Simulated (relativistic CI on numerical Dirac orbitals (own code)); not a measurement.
In: calculation against measurement

Computed by Dirac-Coulomb-Breit CI, orbitals from a KLI potential per configuration, model QED, valence Slater integrals scaled by 0.85, P86 correlation estimate, and configurations built on the next ion tied to the tabulated ionisation energy (semi-empirical) (own radial code, finite nucleus).

Configuration list (outside the closed core [Kr] 4d10): 5s²5p, 5s²6s, 5s²6p, 5s²5d, 5s5p², 5s²7s, 5s²6d, 5s²5f, 5s²6f, 5s²7p, 5s²4f, 5s²7d, 5s²5g, 5s²7f, 5p³, 5s5p5d. Levels of other configurations are missing.

```
Configuration  Term (tabulated)    J  Measured (cm⁻¹)  Computed  Error  Purity (%)
        5s²5p               2P°  1/2              0.0         0      0          97
        5s²5p               2P°  3/2           2212.6      1922   -290          97
        5s²6s                2S  1/2          24373.0     23871   -502         100
        5s²6p               2P°  1/2          31817.0     31070   -747         100
        5s²6p               2P°  3/2          32115.2     31361   -754         100
        5s²5d                2D  3/2          32892.2     32024   -868          94
        5s²5d                2D  5/2          32915.5     31904  -1012          79
        5s5p²                4P  1/2          34977.7     30144  -4834         100
        5s5p²                4P  3/2          36020.8     31056  -4965          99
        5s²7s                2S  1/2          36301.8     36062   -240         100
        5s5p²                4P  5/2          37451.9     32608  -4844          84
        5s²6d                2D  3/2          39048.5     38719   -330          92
        5s²6d                2D  5/2          39098.4     38748   -350          93
```

Measured levels from NIST Handbook of Basic Atomic Spectroscopic Data (Sansonetti and Martin, J. Phys. Chem. Ref. Data 34, 1559 (2005)); pairs were made by configuration, J and term (by order where the table uses no LS term), so strongly mixed levels may be paired wrongly.

Mean error by configuration (cm⁻¹): 5s²5p -290; 5s²6s -502; 5s²6p -751; 5s²5d -940; 5s5p² -4881; 5s²7s -240; 5s²6d -340. Over the excited levels the mean absolute error is 1645 cm⁻¹ (12 of the 12 excited levels that our extract of the source holds in range could be paired), and the median relative error of those above 1,000 cm⁻¹ is 2.5 %.

Transition probabilities of persistent lines. The last column rescales the computed rate by the cube of measured over computed energy:

```tsv
λ measured (Å)	Lower	Upper	A tabulated (s⁻¹)	A computed	A rescaled
2710.26 air	5s²5p ²P°3/2	5s²6d ²D5/2	2.70e+07	2.06e+07	2.07e+07
2753.88 air	5s²5p ²P°1/2	5s²7s ²S1/2	1.30e+07	2.01e+07	2.05e+07
2932.63 air	5s²5p ²P°3/2	5s²7s ²S1/2	2.30e+07	3.62e+07	3.60e+07
3039.36 air	5s²5p ²P°1/2	5s²5d ²D3/2	1.11e+08	8.68e+07	9.40e+07
3256.09 air	5s²5p ²P°3/2	5s²5d ²D5/2	1.30e+08	8.34e+07	8.96e+07
3258.57 air	5s²5p ²P°3/2	5s²5d ²D3/2	3.00e+07	1.79e+07	1.89e+07
4101.75 air	5s²5p ²P°1/2	5s²6s ²S1/2	5.00e+07	5.45e+07	5.80e+07
4511.30 air	5s²5p ²P°3/2	5s²6s ²S1/2	8.90e+07	9.90e+07	1.02e+08
```
